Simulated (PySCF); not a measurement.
# What a mistake does to a calculation on CGe2H8Si

All numbers below are calculated, not measured. They come from PySCF 2.14.0, an open-source quantum chemistry program, on an isolated molecule that a program drew, which may never have been made. The molecule is CGe2H8Si (charge 0, singlet), drawn as the SMILES string `[SiH3][GeH]=[CH][GeH3]`.

Each row is a Hartree-Fock (HF) and frozen-core CCSD(T) single point in the cc-pV(D+d)Z basis, meant for a local HF minimum. Run 1 is clean. Each other run has one planted mistake out of seven kinds, and not every kind appears here: one electron removed, one electron added, multiplicity raised by two, geometry at a saddle point, minimal basis STO-3G, one bond length entered in bohr, all coordinates scaled. The reference is restricted for singlets and unrestricted otherwise, and also for a bond in bohr. Adding or removing an electron swaps singlet and doublet. Electrons count all cores. HOMO and LUMO are orbital energies over both spins, the gradient is its largest component, and the lowest frequency (negative if imaginary) is given only where the gradient is small. Bond lengths are over the 11 bonds as drawn. T1 is the CCSD diagnostic: over 0.02 (restricted) or 0.045 (unrestricted) a single reference is doubtful. Germanium has the cc-pVDZ-PP basis, with a core potential (ECP10MDF) in place of its 10 inner electrons, and its 3s, 3p and 3d shells are frozen in CCSD(T).

Geometry of the clean run:
```xyz
12
CGe2H8Si, angstrom
Si   -1.6609    0.8774    0.7289
Ge    0.4582    0.7180   -0.3859
C     1.6383   -0.5865   -0.1584
Ge    1.4379   -2.1063    1.0213
H    -1.4592    1.0062    2.1876
H    -2.3526    2.0821    0.2176
H    -2.4775   -0.3207    0.4425
H     0.7854    1.8483   -1.3628
H     2.5578   -0.5234   -0.7349
H     2.5521   -2.1470    2.0777
H     0.0851   -2.0102    1.7437
H     1.4825   -3.4306    0.2445
```

```
run  electrons  basis functions  <S^2>  HOMO (eV)  LUMO (eV)  gradient (hartree/bohr)  lowest frequency (cm^-1)  mean bond (Å)  longest bond (Å)      T1  HF (hartree)  CCSD(T) (hartree)                     mistake
  1         92              123  0.000      -8.33       1.45                  2.0e-05                        23         1.6154             2.400  0.0140    -918.14862         -918.67296                    no fault
  2         92              123  2.029      -6.33       0.34                  8.5e-02                         -         1.6154             2.400  0.0134    -918.09810         -918.58065  multiplicity raised by two
  3         93              123  0.777      -0.18       7.35                  4.6e-02                         -         1.6154             2.400  0.0152    -918.12497         -918.65571          one electron added
  4         92              123  1.236      -8.02       1.04                  2.5e-02                         -         1.7351             2.797  0.0645    -918.04236         -918.55049                           ?
  5         91              123  0.758     -15.84      -6.05                  5.0e-02                         -         1.6154             2.400  0.0182    -917.89693         -918.37053                           ?
```

**Which mistake was planted in run 4, and what did it cost?**

The mean bond changes by a factor of 1.074 and the longest by 1.165, so the molecule wasn't scaled as a whole. A length L in bohr read as angstrom grows by (1/0.5292 - 1) L = 0.890 L. The 11 bonds together grew by 11 x 0.1197 = 1.317 Å, which gives L = 1.480 Å. That is the length of one of the H-Si bonds, 1.480 Å in the clean geometry. So the mistake is: one bond length entered in bohr. Subtracting run 1 and multiplying by 627.51 kcal/mol a hartree, the energy moved by 66.7 kcal/mol in HF and 76.9 kcal/mol in CCSD(T).

**Which mistake was planted in run 5, and what did it cost?**

It counts 91 electrons, one fewer than the clean run, at the same geometry and basis. So the mistake is: one electron removed. Subtracting run 1 and multiplying by 627.51 kcal/mol a hartree, the energy moved by 157.9 kcal/mol in HF and 189.8 kcal/mol in CCSD(T).

Cautions from the logs. Run 3: the added electron raises the CCSD(T) energy, so it isn't bound in this basis; run 4: T1 is over the limit, so its CCSD(T) energy is less reliable.
